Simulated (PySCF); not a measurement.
A run for PySCF: R-M06-2X/6-31G* on CH4OSi (SMILES C[Si]O), a point of a torsion scan.

```python
from pyscf import gto, scf, dft, mp
from pyscf.data.elements import chemcore

mol = gto.M(
    atom='''
    C     0.86320310   -0.06712171    0.02748961
    Si   -0.55343321    1.22233107   -0.15707984
    O    -1.89697109    0.33620344    0.08276090
    H     0.62053493   -1.02814442   -0.43360275
    H     1.78937901    0.28508420   -0.42187955
    H     1.07640689   -0.25710439    1.08127253
    H    -1.94200664   -0.60456028    0.26961275
    ''',
    basis='6-31g*',
    cart=True,
    charge=0, spin=0, verbose=3, max_memory=1800)
mf = dft.RKS(mol, xc='m062x')
mf.conv_tol = 1e-8
mf.max_cycle = 100
mf.kernel()
if not mf.converged:
    mf = mf.newton().run(mf.mo_coeff, mf.mo_occ)
```

It printed:

```
converged SCF energy = -405.127605281188
```

Self-consistency was reached.

Cost: very roughly 8 core-seconds.
